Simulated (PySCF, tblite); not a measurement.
Isomers of C5H6FO (doublet state). Computed values, GFN2-xTB/tblite, gas phase, harmonic and unscaled. Errors from tens to a few hundred cm⁻¹ against measured bands are possible. One conformer each. Open shells enter through the occupations alone, without spin polarisation, and single modes of such species can be off by tens of per cent.

Electronic energies: B3LYP/pcH-1 single points on the GFN2-xTB geometries (PySCF, gas phase).

```json
{"SMILES": "C=[C]C(=O)CCF", "electronic energy, lowest = 0 (kJ/mol)": "22.7"}
{"SMILES": "F[C@@H]1[CH]COC=C1", "electronic energy, lowest = 0 (kJ/mol)": "0.0"}
{"SMILES": "C=[C]C1(F)COC1", "electronic energy, lowest = 0 (kJ/mol)": "152.2"}
```

How do GFN2-xTB zero-point energies change the relative energies?

| SMILES | ZPE (kJ/mol) | of it from modes above 1550 cm⁻¹ | electronic (kJ/mol) | with ZPE, lowest = 0 (kJ/mol) | lowest mode (cm⁻¹) | rings |
| --- | --- | --- | --- | --- | --- | --- |
| F[C@@H]1[CH]COC=C1 | 251.6 | 116.9 | 0.0 | 0.0 | 49 | 1 |
| C=[C]C(=O)CCF | 244.5 | 127.7 | 22.7 | 15.7 | 37 | 0 |
| C=[C]C1(F)COC1 | 246.2 | 117.2 | 152.2 | 146.9 | 14i | 1 |

The zero-point energies span 7.1 kJ/mol, from `C=[C]C(=O)CCF` to `F[C@@H]1[CH]COC=C1`. Slightly imaginary modes are left out of the zero-point energy: `C=[C]C1(F)COC1` 14.3i cm⁻¹. The order is unchanged.

And how do the electronic energies of GFN2-xTB itself compare?

`F[C@@H]1[CH]COC=C1` 0.0; `C=[C]C(=O)CCF` 65.2; `C=[C]C1(F)COC1` 148.3 kJ/mol, lowest = 0. Against the energies above, taken from the same isomer `F[C@@H]1[CH]COC=C1`, the largest difference is 42.5 kJ/mol.
